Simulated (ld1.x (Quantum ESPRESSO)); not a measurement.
## Configuration tests for Ge (RRKJ)

```
Element                 : germanium
Generator               : ld1.x (Quantum ESPRESSO) 7.5
Type                    : norm-conserving RRKJ (Kleinman–Bylander form)
Functional              : PBEsol
Relativity              : scalar-relativistic
Frozen core             : [Ar] 3d10
Valence charge          : 4
Reference configuration : 4s2 4p2
Partial waves           : 4p (bound): rc 1.90 bohr; 4s (bound): rc 1.85 bohr
Local potential         : the s channel
Core correction         : none
```

Energies are relative to the spin-unpolarised reference configuration 4s2 4p2; without spin polarisation the order of configurations can differ from experiment.

```tsv
valence configuration	charge	ΔE all-electron (eV)	error AE − PS (meV)
4s2 4p1	+1	7.453	-5.2
4s2 4p0	+2	22.902	-20
4s1 4p0	+3	57.690	+18
4s2 4p2.3	-0.3	-0.883	-0.1
4s0 4p4	0	16.212	+34
4s2 4p1.5	+0.5	2.805	-1.2
4s1 4p3	0	7.981	+7.5
```

ld1.x printed “convergence not achieved” for 6 of the counted tests; their residual had stalled under 1e-8, short of the target of 1e-14.
